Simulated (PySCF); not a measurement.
Isomers of C5H14P2. Method: PBE0-D3(BJ)/def2-SVP geometry optimisation, gas phase (PySCF 2.14.0). Energies are electronic, without zero-point or thermal terms, for one conformer each. No frequencies were run at this level. Point groups hold within 0.08 Å.

Question: Rank from lowest to highest electronic energy at this level (kcal/mol).
A. `[CH3:1][CH2:2][CH2:3][P:4]([CH3:5])[CH2:6][PH2:7]` with C1–C2–C3–P4 -176°, C2–C3–P4–C5 -71°, C3–P4–C6–P7 57°, P4–C6–P7–H 84° and 178°
B. `[CH3:1][CH:2]([CH3:3])[CH2:4][PH:5][CH2:6][PH2:7]` with C1–C2–C4–P5 173°, C2–C4–P5–C6 -178°, C4–P5–C6–P7 -167°, P5–C6–P7–H 51° and -43°
C. `[CH3:1][P:2]([PH2:3])[C:4]([CH3:5])([CH3:6])[CH3:7]` with C1–P2–P3–H -62° and -155°
D. `[CH3:1][PH:2][CH2:3][CH2:4][P:5]([CH3:6])[CH3:7]` with C1–P2–C3–C4 -64°, P2–C3–C4–P5 -41°, C3–C4–P5–C6 -167°

Answer: C (0.0), D (5.1), A (7.6), B (10.7).

Neighbours under 2.5 kcal/mol apart (CPCCP(C)C and CCCP(C)CP) can change places with a better method, another conformer or zero-point energy.

```tsv
SMILES	E (Eh)	E rel (kcal/mol)	dipole (D)	point group	A, B, C (MHz)
CP(P)C(C)(C)C	-880.83297	0.0	0.93	C1	2238, 1357, 1124
CPCCP(C)C	-880.82479	5.1	1.92	C1	2928, 962.3, 894.7
CCCP(C)CP	-880.82083	7.6	0.42	C1	2493, 883.4, 776.8
CC(C)CPCP	-880.81585	10.7	1.65	C1	5316, 587.2, 553.2
```

Question: How do the relative energies change in single points at PBE0/pcSseg-1 (no added dispersion term) on the same geometries?

Answer: 
```tsv
SMILES	PBE0-D3(BJ)/def2-SVP (kcal/mol)	PBE0/pcSseg-1 (kcal/mol)	shift
CP(P)C(C)(C)C	0.0	0.0	0.0
CPCCP(C)C	5.1	4.0	-1.1
CCCP(C)CP	7.6	6.5	-1.1
CC(C)CPCP	10.7	9.1	-1.6
```

Each column counts from its own lowest isomer. The order is unchanged; the largest shift is 1.6 kcal/mol.

Question: As an exercise, what shares would exp(−E/RT) give at 500 K from these electronic energies alone (no entropy, no degeneracies)?

Answer: RT = 0.994 kcal/mol: CP(P)C(C)(C)C 99.4 %, CPCCP(C)C 0.6 %, CCCP(C)CP under 0.1 %, CC(C)CPCP under 0.1 %.
